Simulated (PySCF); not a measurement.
Does the answer move with the share of exact exchange?

Compound: C₃H₆ClFSi.
SMILES: `C=C[Si@](C)(F)Cl`

Torsions of this conformer, `[CH2:1]=[CH:2][Si@:3]([CH3:4])([F:5])[Cl:6]`: C1–C2–Si3–C4 -57°.

PySCF, pcSseg-1 basis, density fitting, gas phase, PBE0-D3(BJ)/def2-SVP geometry. One functional is left out:

```csv
functional,exact exchange (%),HOMO energy (eV),LUMO energy (eV),dipole moment (D)
B97-D,0,-7.14,-1.88,2.723
BLYP,0,-7.01,-1.82,2.642
BP86,0,-7.31,-2.09,2.722
LDA,0,-7.40,-2.24,2.787
OPBE,0,-7.21,-1.90,2.728
PBE,0,-7.21,-2.00,2.694
B97-2,21,-8.14,-1.07,2.855
PBE0,25,-8.40,-1.03,2.862
mPW1PW91,25,-8.42,-1.04,2.872
BHandHLYP,50,-9.36,0.09,2.944
```

Problem. Predict the row of B3LYP (20 % exact exchange) by straight lines through the other rows, and check it.

Solution. 
| property | line | computed | computed − line | B97-2 (21 %), for comparison |
| --- | --- | --- | --- | --- |
| HOMO energy (eV) | -8.11 | -8.13 | -0.02 | -8.14 |
| LUMO energy (eV) | -1.17 | -1.22 | -0.05 | -1.07 |
| dipole moment (D) | 2.823 | 2.788 | -0.035 | 2.855 |

Problem. Which of these properties follows the share of exact exchange most closely, and which least?

Solution. Most closely the HOMO energy, least the dipole moment; the correlations over the tabulated rows are HOMO energy -0.990, LUMO energy 0.985, dipole moment 0.913. The HOMO energy moves by -0.442 eV for every 10 %. Functionals with the same share still differ in their other parts: at 0 % BLYP and LDA differ by 0.39 eV in it.
